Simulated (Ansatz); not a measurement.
Harmonic frequencies (cm⁻¹) at PBE0-D4/def2-TZVP from Ansatz: 90, 119, 172, 230, 334, 488, 522, 707, 823, 844, 885, 886, 996, 1175, 1176, 1211, 1240, 1308, 1460, 1478, 1482, 1504, 2147, 2162, 2166, 2978, 2991, 3017, 3042, 3136.

Each molecule was computed in one conformer, which needn't be the lowest.

Task: Which molecule is it?
A. `C[O][GeH2][CH3]`
B. `[CH3][GeH2][CH2]O`
C. `NC(O)[SiH2]S`
D. `CO[CH2][GeH3]`

Result: D.
